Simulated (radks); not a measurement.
Removal energies from the gallium ion Ga12+, [Ar] 3d(3/2: 1, 5/2: 0), by Delta-SCF beside the eigenvalue of the level emptied. Calculated with a radial shooting solver on a logarithmic mesh with Libxc functionals: Dirac Kohn-Sham, PBE, spin-unpolarised, spherical densities, finite nucleus; Fermi nuclear charge, rms radius of each element as measured or else 0.836 A^(1/3) + 0.57 fm. Sub-shells are occupied by j as written (lower j first in brackets).

removed from                             final configuration  Delta-SCF (eV)  -eigenvalue (eV)
3d3/2                                                   [Ar]          356.91            336.80
3p3/2         [Ne] 3s2 3p(1/2: 2, 3/2: 3) 3d(3/2: 1, 5/2: 0)          432.64            413.84
3p1/2         [Ne] 3s2 3p(1/2: 1, 3/2: 4) 3d(3/2: 1, 5/2: 0)          437.78            418.79
3s1/2                        [Ne] 3s1 3p6 3d(3/2: 1, 5/2: 0)          485.35            466.56
